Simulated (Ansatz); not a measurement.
`BCB` + `CCO` → `BOCC` + `BC` at 400 K and 1 bar (ligand exchange at a B–C bond).

Program: Ansatz. Geometries: PBE0-D4/def2-TZVP. ΔE: electronic, gas phase. CCSD(T)/CBS is the MP2 limit (def2-TZVPP, def2-QZVPP) plus CCSD(T) − MP2 in def2-TZVPP, frozen cores. This one scheme is used for every species. Each species was taken in one conformer, which may not be the lowest.

| species | CCSD(T)/CBS energy (Eh) | H − E (kJ/mol) | S (J/(mol·K)) |
| --- | --- | --- | --- |
| `BCB` | -91.21084 | 201.0 | 306.8 |
| `CCO` | -154.88256 | 231.6 | 290.7 |
| `BOCC` | -180.31191 | 268.4 | 327.0 |
| `BC` | -65.83255 | 164.9 | 265.6 |

H − E and S are ideal-gas, rigid-rotor, harmonic terms from PBE0-D4/def2-TZVP, for one conformer and one mirror image of each species. 1 Eh = 2625.50 kJ/mol, R = 8.31446 J/(mol·K).

Q: By hand: ΔE, ΔH, ΔS and ΔG.

A: ΔE = (-180.31191) + (-65.83255) − (-91.21084) − (-154.88256) = -0.05106 Eh = -134.1 kJ/mol. Δ(H − E) = 268.4 + 164.9 − 201.0 − 231.6 = 0.7, so ΔH = -133.4 kJ/mol. ΔS = 327.0 + 265.6 − 306.8 − 290.7 = -4.9 J/(mol·K). ΔG = -133.4 − 400 × (-4.9)/1000 = -131.4 kJ/mol.

Q: By hand: the equilibrium constant, and the temperature at which ΔG would vanish if ΔH and ΔS stayed fixed.

A: log₁₀ K = −ΔG/(RT ln 10) = 17.2. ΔG = 0 at ΔH/ΔS = 27224 K, far beyond where these terms or the molecules hold.

The number of gas molecules stays the same, so ΔS is small and ΔH decides. A doubt of 5 kJ/mol in ΔE shifts log₁₀ K by 0.7 here. Other conformers and mirror images would add mixing entropy, several J/(mol·K) or more a flexible species. These are equilibria of isolated gas molecules and say nothing of rates. Largest T1 diagnostic: 0.013 (customary marks: 0.02 for closed shells, 0.045 for open ones).
